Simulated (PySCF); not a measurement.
A series of related compounds: `CPc1ccoc1`, C5H7OP; SMILES CC(=O)P(C)C, C4H9OP; SMILES CPc1ccc(C)cc1, C8H11P; SMILES O=C(P(NC)C)C, C4H10NOP; dimethylphosphine (CPC, C2H7P); `CPC(C)=O`, C3H7OP.

Level of theory: GFN2-xTB geometry, shielding tensors at PBE0/pcSseg-1 (GIAO), in PySCF (no solvent model, a single conformation, fast rotation and ring inversion assumed for equivalent nuclei, non-relativistic).

Referencing at the same level of theory: H3PO4 for 31P (318.38 ppm).

**Question.** How does the 31P shift change along the series?

**Answer.** 
```json
{"compound": "CPc1ccoc1", "change": "COCH3 replaced by 3-furyl", "δ (ppm)": "-123.5", "HOMO–LUMO gap (eV)": "6.58"}
{"compound": "CC(=O)P(C)C", "change": "H replaced by CH3", "δ (ppm)": "-33.4", "HOMO–LUMO gap (eV)": "5.77"}
{"compound": "CPc1ccc(C)cc1", "change": "COCH3 replaced by p-tolyl", "δ (ppm)": "-78.2", "HOMO–LUMO gap (eV)": "6.11"}
{"compound": "CNP(C)C(C)=O", "change": "H replaced by NHCH3", "δ (ppm)": "21.9", "HOMO–LUMO gap (eV)": "5.81"}
{"compound": "dimethylphosphine", "change": "COCH3 replaced by CH3", "δ (ppm)": "-123.2", "HOMO–LUMO gap (eV)": "7.71"}
{"compound": "CPC(C)=O", "change": "base", "δ (ppm)": "-60.1", "HOMO–LUMO gap (eV)": "5.91"}
```
